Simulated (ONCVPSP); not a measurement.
Cutoff test, Se, ONCV

| Property | Result |
| --- | --- |
| Element | Se |
| Generator | ONCVPSP 4.0.1 |
| Type | optimised norm-conserving Vanderbilt (ONCV) |
| Functional | PBE |
| Relativity | scalar-relativistic |
| Frozen core | [Ar] |
| Valence charge | 16 |
| Reference configuration | 3d10 4s2 4p4 |
| Partial waves | 4s: rc 1.30 bohr, ncon 4, nbas 9, qcut 4.7 1/bohr, 2 projectors, debl 1.5 Ha; 4p: rc 1.95 bohr, ncon 4, nbas 9, qcut 4 1/bohr, 1 projector; 3d: rc 0.65 bohr, ncon 4, nbas 8, qcut 23.2 1/bohr, local |
| Local potential | the d channel |
| Core correction | Teter function, fcfact 4, rcfact 1.05 |

For each optimised wave give the share of its norm inside rc, the residual kinetic energy above qcut (Ha) and the cutoffs (Ha) for errors of 10, 1, 0.1 and 0.01 mHa per electron.

```csv
wave,norm inside rc,residual KE,10 mHa,1 mHa,0.1 mHa,0.01 mHa
4s,0.222,1.1e-03,7.9,11.4,73.5,143.1
s projector 2,0.110,5.0e-03,8.7,64.8,172.6,195.4
4p,0.411,4.9e-04,2.8,4.9,36.9,70.0
3d,0.612,1.0e-05,187.3,220.2,245.4,272.2
```

The occupied waves need 220 Ha and 245 Ha for 1 and 0.1 mHa. Note: ghosts flagged at negative energy: s at -609.5 eV, p at -430.5 eV; GHOST(+) flagged for s at 94.3 eV. A true bound ghost makes a file unfit for plane-wave use. Its largest configuration-test error is -588 meV.
